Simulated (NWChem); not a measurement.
System: SiH4SeO; SMILES O[SiH2][SeH]

```xyz
7

Si    -0.5557     1.1147     0.0049
O      0.7247     2.1730     0.0110
Se     0.0765    -1.0793    -0.0233
H     -1.3291     1.4433     1.2287
H     -1.3988     1.2243    -1.2227
H      1.3921     2.0408    -0.6699
H      0.7178    -1.0027     1.2997
```
Atoms are numbered in this order, from 1.

All runs: NWChem. The geometry was optimised at PBE0/def2-SVP.

Question: Taking TPSS/def2-TZVPP as the yardstick, which of these has the fewest basis functions while keeping “dipole (D)” within 0.05 D of it: TPSS/def2-TZVP; TPSS/def2-SVP; TPSS/def2-SVPD?

Answer: TPSS/def2-TZVP.
| level | basis functions | dipole (D) |
|---|---|---|
| TPSS/def2-SVP | 84 | 0.90 |
| TPSS/def2-SVPD | 120 | 0.71 |
| TPSS/def2-TZVP | 140 | 0.83 |
| TPSS/def2-TZVPP | 177 | 0.80 |

The yardstick is one finite set, not the basis-set limit.
